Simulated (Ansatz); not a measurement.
Input for Ansatz (a quantum-chemistry and plane-wave program): R-CCSD(T)/def2-SVP on F5Ta (SMILES [F][Ta]([F])([F])([F])[F]). Elements past Kr take the def2 small-core potentials; no spin–orbit coupling.

Ansatz 0.2 input:
```yaml
crystal:
  periodic: [false, false, false]
  atoms:
    - {symbol: Ta, position_ang: [-0.00005436, -0.00007804, 0.00001147]}
    - {symbol: F, position_ang: [-0.00016870, 0.00700046, 1.88661629]}
    - {symbol: F, position_ang: [0.00024997, -0.00511735, -1.88658590]}
    - {symbol: F, position_ang: [1.85764309, -0.01471770, 0.00020774]}
    - {symbol: F, position_ang: [-0.91766636, 1.61529543, -0.00529306]}
    - {symbol: F, position_ang: [-0.94010364, -1.60238279, 0.00504347]}
basis:
  gaussian:
    orbitals: def2-SVP
magnetization: {spin_polarized: false}
correlation: {method: ccsd_t, electrons: outside_noble_gas}
scf: {lower_state_search: off}
```

The log:

```
WARN ansatz: RAYON_NUM_THREADS=4 ignored (pool sized by the plan → 4); use --threads N
Functional definition: HF
these checks for a lower state are left out or cut short: stability, starts, cluster_reference, orbital_swaps, neighbouring_geometries, increment
integrals: 0.13 GiB planned
947 factors; integrals over basis functions are off by at most 6.7e-4 eV
mean field: 0.31 GiB planned
mean field evaluation 1: about -15053.6538 eV, gradient 6.6e1 eV
mean field evaluation 2: about -15053.7816 eV, gradient 6.6e1 eV
mean field evaluation 4: about -15061.4011 eV, gradient 1.9e0 eV
mean field evaluation 8: about -15061.4472 eV, gradient 2.7e-1 eV
mean field -15061.44739861 eV, -553.4979828832 hartree, gradient 1.7e-6 eV, S^2 0.000000; 0 other end points of the search recorded, 0 dependent functions left out
9 core orbitals not correlated
reference -15061.44739861 eV, -553.4979828832 hartree; 20, 20 occupied and 73, 73 virtual orbitals, 947 factors
second order -29.95081198 eV of doubles, -0.00000000 eV of singles
coupled cluster: 0.48 GiB planned
cycle   1  -28.48199181 eV  change     1.5e0 eV  update   2.0e-1
cycle   2  -29.40092035 eV  change   -9.2e-1 eV  update   8.8e-2
cycle   3  -29.57064096 eV  change   -1.7e-1 eV  update   2.9e-2
cycle   4  -29.56621571 eV  change    4.4e-3 eV  update   6.3e-3
cycle   5  -29.55307014 eV  change    1.3e-2 eV  update   1.9e-3
cycle   6  -29.55373105 eV  change   -6.6e-4 eV  update   6.8e-4
cycle   7  -29.55414591 eV  change   -4.1e-4 eV  update   2.6e-4
cycle   8  -29.55396387 eV  change    1.8e-4 eV  update   7.3e-5
cycle   9  -29.55393725 eV  change    2.7e-5 eV  update   3.6e-5
perturbative correction -0.70465329 eV, -0.0258955308 hartree
Total energy: -15091.70598915 eV, -554.6099655754 hartree
Checks for a lower state left out: stability, starts, cluster_reference, orbital_swaps, neighbouring_geometries, increment
```

The run converged.

Cost: about 22 core-seconds (a rough figure).
